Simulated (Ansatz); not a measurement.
`N[SiH](F)[O][SnH3]` + `N[SiH](S)Cl` → `N[Si@H](F)S[Si@@H](N)Cl` + `[OH][SnH3]`  (ligand exchange at the Si–O bond)

Calculated with Ansatz (gas phase, PBE0-D4/def2-TZVP geometries, no zero-point term in ΔE). CBS: MP2 limit from def2 TZ/QZ plus the TZ coupled-cluster correction, frozen cores. Functionals use def2-TZVPP. def2 core potentials past Kr. For Sn outer-core shells are correlated without core-valence functions, which leaves a few kJ/mol of doubt a bond. Each species was taken in one conformer, which may not be the lowest.

`N[SiH](F)[O][SnH3]`:

```xyz
11

N    -0.830   -1.347   -0.648
Si   -1.348    0.052    0.189
F    -1.938    0.988   -0.965
O    -0.100    0.731    0.946
Sn    1.774    0.843    0.323
H    -0.467   -2.141   -0.146
H    -1.318   -1.637   -1.481
H    -2.432   -0.126    1.176
H     2.465   -0.688    0.604
H     1.758    1.277   -1.322
H     2.436    2.048    1.324
```

`N[SiH](S)Cl`:

Z-matrix (Å, degrees):
```
Si
S 1 2.123
Cl 1 2.069 2 107.8
N 1 1.694 2 105.5 3 124.8
H 1 1.477 2 115.1 3 -116.6
H 2 1.343 1 94.3 3 27.8
H 4 1.007 1 120.7 2 158.7
H 4 1.007 1 121.2 2 -50.3
```

`N[Si@H](F)S[Si@@H](N)Cl`:

Cartesian coordinates in Å:
```
N -1.119 1.442 0.791
Si 0.512 1.617 0.367
F 0.532 1.892 -1.206
S 1.610 -0.109 0.934
Si 0.313 -1.616 0.165
N -0.062 -1.277 -1.446
Cl 1.372 -3.362 0.480
H -1.843 1.983 0.348
H -1.400 1.066 1.680
H 1.259 2.746 0.963
H -0.943 -1.784 0.922
H 0.612 -0.890 -2.085
H -0.843 -1.708 -1.912
```

`[OH][SnH3]`:

Cartesian coordinates in Å:
```
O -1.114 0.771 0.648
Sn 0.275 -0.391 -0.127
H -1.005 1.696 0.419
H 1.798 0.124 0.453
H 0.199 -0.265 -1.830
H -0.155 -1.934 0.437
```

```json
{"species": "`N[SiH](F)[O][SnH3]`", "ωB97X-V energy (Eh)": "-737.35258"}
{"species": "`N[SiH](S)Cl`", "ωB97X-V energy (Eh)": "-1205.03522"}
{"species": "`N[Si@H](F)S[Si@@H](N)Cl`", "ωB97X-V energy (Eh)": "-1650.45227"}
{"species": "`[OH][SnH3]`", "ωB97X-V energy (Eh)": "-291.90814"}
```

**Question.** Work out ΔE.

**Answer.** ΔE = (-1650.45227) + (-291.90814) − (-737.35258) − (-1205.03522) = 0.02739 Eh = +0.75 eV. CCSD(T)/CBS gives +0.78 eV.

Largest T1 diagnostic among the species: 0.014.

From PBE to PBE0 (25 % exact exchange), in def2-TZVPP and without D4, ΔE moves by +0.05 eV. The D4 term adds −0.09 eV with B3LYP and −0.05 eV with PBE0; it sums over pairs of atoms, weighted by their polarisabilities, and B3LYP, whose exchange is more repulsive, gets the larger term.

B3LYP here is the variant with VWN-RPA as its local correlation; programs differ in this.
